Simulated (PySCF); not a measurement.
Ge(H)(OH)(NH2)2 (GeH6N2O), SMILES [OH][GeH]([NH2])[NH2].

The structure is a stationary point at B3LYP-D3(BJ)/def2-SVP. This is a generated structure with no PubChem entry under its InChIKey; it may be hypothetical. The values are those of a single conformer.

Two levels are set side by side: PBE/def2-TZVP (PySCF) and HF/def2-TZVP (PySCF). Same geometry, gas phase. Differences are taken from unrounded values.

```
quantity                         HF
---------------------------  ------
orbital gap (eV)              14.39
highest occupied level (eV)  -10.93
lowest empty level (eV)        3.46
dipole moment (D)              1.87
mean polarisability (bohr³)    43.3
```

**Question.** What does PBE give, and how far is it from HF? (Estimate from the structure and the level; the computed values follow.)

**Answer.** 
```tsv
quantity	PBE	PBE minus HF
orbital gap (eV)	5.69	-8.70
highest occupied level (eV)	-5.86	5.07
lowest empty level (eV)	-0.17	-3.63
dipole moment (D)	1.45	-0.42
mean polarisability (bohr³)	50.4	7.1
```

Without exact exchange PBE keeps part of each electron's self-repulsion, which lifts occupied levels and narrows the gap. Loosely held outer electrons make PBE densities more polarisable. Differences between two approximate levels are no errors against the true value.

Rough cost on one machine, each run with all the roots and properties that it gave: HF against PBE about 1/4.
